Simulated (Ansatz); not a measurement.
`C=CCCCCCCCCC[Si](Cl)(Cl)Cl` with charge -1. Charge -1, multiplicity 2. Geometry PBE-D4/def2-SVP, that of the neutral singlet; atoms count from 1.

| atom | x (Å) | y (Å) | z (Å) |
| --- | --- | --- | --- |
| C1 | -0.374 | 4.901 | 3.295 |
| C2 | -0.612 | 4.340 | 2.096 |
| C3 | 0.241 | 4.522 | 0.871 |
| C4 | 0.964 | 3.242 | 0.406 |
| C5 | 0.039 | 2.107 | -0.042 |
| C6 | 0.785 | 0.875 | -0.558 |
| C7 | -0.138 | -0.260 | -1.011 |
| C8 | 0.609 | -1.497 | -1.518 |
| C9 | -0.294 | -2.610 | -2.069 |
| C10 | -1.335 | -3.168 | -1.087 |
| C11 | -0.772 | -3.735 | 0.228 |
| Si12 | 0.363 | -5.220 | 0.088 |
| Cl13 | -0.399 | -6.578 | -1.282 |
| Cl14 | 2.288 | -4.723 | -0.506 |
| Cl15 | 0.506 | -6.152 | 1.932 |
| H16 | 0.490 | 5.570 | 3.454 |
| H17 | -1.031 | 4.720 | 4.160 |
| H18 | -1.493 | 3.680 | 1.990 |
| H19 | 0.992 | 5.317 | 1.064 |
| H20 | -0.397 | 4.889 | 0.034 |
| H21 | 1.643 | 3.507 | -0.436 |
| H22 | 1.622 | 2.881 | 1.227 |
| H23 | -0.620 | 1.802 | 0.802 |
| H24 | -0.647 | 2.482 | -0.836 |
| H25 | 1.448 | 1.170 | -1.403 |
| H26 | 1.469 | 0.498 | 0.236 |
| H27 | -0.805 | -0.536 | -0.164 |
| H28 | -0.818 | 0.115 | -1.810 |
| H29 | 1.255 | -1.901 | -0.708 |
| H30 | 1.315 | -1.189 | -2.320 |
| H31 | 0.346 | -3.440 | -2.441 |
| H32 | -0.836 | -2.229 | -2.962 |
| H33 | -2.071 | -2.375 | -0.830 |
| H34 | -1.918 | -3.963 | -1.597 |
| H35 | -0.218 | -2.966 | 0.810 |
| H36 | -1.598 | -4.078 | 0.888 |

Single mean-field runs in def2-TZVP are fitted with def2-universal-jkfit. The highest occupied level of the charge -1 doublet lies above zero (up to 2.29 eV). By energy differences it is unbound by 1.12 eV (vertical, against the charge 0 singlet, at PBE0-D4/def2-TZVP) and held by the finite basis.

(1) Estimate the Mulliken populations of the heavy atoms from the PBE0/def2-TZVP orbitals of Ansatz.

(2) Where does the spin sit?

(3) And the Mayer bond orders between heavy atoms (over 0.3)?

Answers

(1) 
| atom | charge (e) | spin (α − β) |
| --- | --- | --- |
| C1 | -0.40 | 0.23 |
| C2 | -0.22 | 0.16 |
| C3 | -0.08 | -0.04 |
| C4 | -0.08 | -0.02 |
| C5 | -0.20 | -0.04 |
| C6 | -0.14 | -0.03 |
| C7 | -0.23 | 0.00 |
| C8 | -0.19 | -0.01 |
| C9 | -0.17 | 0.00 |
| C10 | -0.19 | -0.01 |
| C11 | -0.31 | -0.03 |
| Si12 | 0.44 | 0.39 |
| Cl13 | -0.32 | 0.05 |
| Cl14 | -0.30 | 0.05 |
| Cl15 | -0.31 | 0.04 |
Mulliken values depend strongly on the basis.

(2) Summed by element: C 0.22, Si 0.39, Cl 0.14, H 0.25, of 1 unpaired in all. Largest on single atoms: Si12 0.39, C1 0.23, C2 0.16.

(3) C1–C2 1.69 (1.34 Å); C2–C3 1.00 (1.50 Å); C3–C4 1.00 (1.54 Å); C4–C5 1.06 (1.53 Å); C5–C6 1.04 (1.53 Å); C6–C7 1.04 (1.53 Å); C7–C8 1.02 (1.53 Å); C8–C9 1.00 (1.54 Å); C9–C10 0.99 (1.54 Å); C10–C11 0.98 (1.54 Å); C11–Si12 0.88 (1.87 Å); Si12–Cl13 0.96 (2.07 Å); Si12–Cl14 0.97 (2.08 Å); Si12–Cl15 0.99 (2.07 Å).
